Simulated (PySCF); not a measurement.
Molecule: `[S-]C1=CC=CC=C1`, [C$_{6}$H$_{5}$S]-.

Bonds (- single, = double, # triple, : aromatic): S1-C2, C2:C3, C3:C4, C4:C5, C5:C6, C6:C7, C7:C2. C3 carries H8; C4 carries H9; C5 carries H10; C6 carries H11; C7 carries H12. Formal charges: S1 -1.

Total charge -1.

Frames of a GFN2-xTB Langevin trajectory at 400 K; GIAO PBE0/pcSseg-1 shieldings in PySCF 2.14, gas phase, non-relativistic; equivalent atoms averaged within each frame.

Scale: CS2 for 33S (σ = 503.73 ppm); 13C (σ = 186.93 ppm) and 1H (σ = 31.72 ppm) vs TMS (reference shieldings calculated alike). The references are static minima.

Question: How do the shifts (ppm) fluctuate along the trajectory?

Answer: 
| time (fs) | S1 | C2 | C3/C7 | C4/C6 | C5 | H8/H12 | H9/H11 | H10 |
| --- | --- | --- | --- | --- | --- | --- | --- | --- |
| optimised geometry | 88 | 181.3 | 138.2 | 128.0 | 110.1 | 7.30 | 6.29 | 5.66 |
| 250 | 93 | 170.9 | 137.9 | 127.4 | 114.6 | 7.15 | 6.24 | 5.26 |
| 425 | 102 | 180.2 | 142.4 | 129.3 | 114.6 | 7.69 | 6.37 | 5.77 |
| 625 | 137 | 184.2 | 141.0 | 129.9 | 111.8 | 7.29 | 6.29 | 5.77 |
| 800 | 121 | 192.4 | 141.8 | 130.2 | 109.3 | 7.78 | 6.05 | 5.52 |
| 1000 | 122 | 183.3 | 134.8 | 127.9 | 125.2 | 7.38 | 6.16 | 6.95 |
| mean of frames | 115 | 182.2 | 139.6 | 128.9 | 115.1 | 7.46 | 6.22 | 5.86 |
| standard deviation | 18 | 7.8 | 3.2 | 1.3 | 6.1 | 0.27 | 0.12 | 0.65 |

5 frames give an uncertainty of the mean of about the standard deviation over 2.2 at best, since frames this close in time may not be independent; classical motion lacks zero-point vibration, and the reference would need the same averaging.
